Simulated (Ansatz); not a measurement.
Stepwise reaction of `SB(Cl)Cl` with hydrogen sulfide, as a gas-phase model of exchange steps in deposition or etching. ΔE in kJ/mol; ΔG adds harmonic PBE0-D4 terms to CCSD(T)/CBS, at 1 bar.

Isolated molecules relaxed with PBE0-D4/def2-TZVP in Ansatz; ΔE leaves out vibrations. CCSD(T)/CBS is the MP2 limit (def2-TZVPP, def2-QZVPP) plus CCSD(T) − MP2 in def2-TZVPP, frozen cores. This one scheme is used for every species. DFT in def2-TZVPP. B3LYP here is the variant with VWN-RPA as its local correlation; programs differ in this. Each species was taken in one conformer, which may not be the lowest.

```json
{"step": "1", "reaction": "`SB(Cl)Cl` + H₂S → `SB(S)Cl` + HCl", "PBE-D4": "8.8", "B3LYP-D4": "11.5", "ωB97M-V": "13.4", "CCSD(T)/CBS": "9.8", "ΔG(400 K)": "15.1"}
{"step": "2", "reaction": "`SB(S)Cl` + H₂S → `SB(S)S` + HCl", "PBE-D4": "16.0", "B3LYP-D4": "18.8", "ωB97M-V": "20.5", "CCSD(T)/CBS": "16.9", "ΔG(400 K)": "19.5"}
```

Task: By hand: ΔE of the 2 steps together at CCSD(T)/CBS.

Result: (9.8) + (16.9) = 26.7 kJ/mol, or 13.3 kJ/mol a step.

In ΔE each step is higher than the one before. All are uphill at CCSD(T)/CBS. ΔG lies between 15.1 and 19.5 kJ/mol a step. PBE-D4 differs from CCSD(T)/CBS by -1.0 to -0.9 kJ/mol a step. Isolated molecules leave out the surface, adducts and barriers. Largest T1 diagnostic: 0.013.
